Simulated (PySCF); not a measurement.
Computed with TPSS/[Bi def2-TZVP with ECP60, H def2-TZVP], scalar-relativistic core potentials, density fitting, no spin–orbit coupling, PySCF.

```xyz
4
charge 0 multiplicity 1, angstrom
Bi    0.0000    0.0000   -0.0148
H     1.4706    0.0000    1.0231
H    -0.7353    1.2736    1.0231
H    -0.7353   -1.2736    1.0231
```

BiH₃ (singlet), along the line from Bi1 (at 0) through H2 (at 1.800 Å). Core electrons replaced by a potential are absent, the electrostatic potential uses the reduced nuclear charge, and values within about 0.7 Å of such atoms have no physical meaning.

Problem. Tabulate the fields along this line at 0.72, 0.81, 0.90, 0.99, 1.08, 1.17, 1.26, 1.35, 1.44, 1.53, 1.62, 1.71, 1.89, 1.98, 2.07, 2.16, 2.25, 2.34, 2.43, 2.52, 2.61, 2.70, 2.79, 2.88 Å.

Solution. 
```csv
distance (Å),electron density (e/Å³),electron localisation function,electrostatic potential (V)
0.72,3.23,0.466,58.1
0.81,1.88,0.334,40.5
0.90,1.22,0.268,29
0.99,0.901,0.279,21.3
1.08,0.767,0.384,16.1
1.17,0.735,0.595,13.1
1.26,0.77,0.819,12.1
1.35,0.858,0.943,13.3
1.44,1,0.985,17.8
1.53,1.23,0.997,28.2
1.62,1.54,0.999,52.6
1.71,1.99,1,131
1.89,1.81,1,131
1.98,1.24,1,52.2
2.07,0.847,1,27.3
2.16,0.576,1,15.8
2.25,0.396,1,9.6
2.34,0.274,1,5.98
2.43,0.19,0.999,3.75
2.52,0.132,0.999,2.35
2.61,0.093,0.999,1.45
2.70,0.0659,0.999,0.874
2.79,0.047,0.998,0.494
2.88,0.0336,0.997,0.243
```

On a grid of 0.09 Å the density has a local minimum along the bond near 1.17 Å from Bi, at 0.73 e/Å³, where the ELF is 0.59.

Spin–orbit coupling, left out here, can matter for elements this heavy.
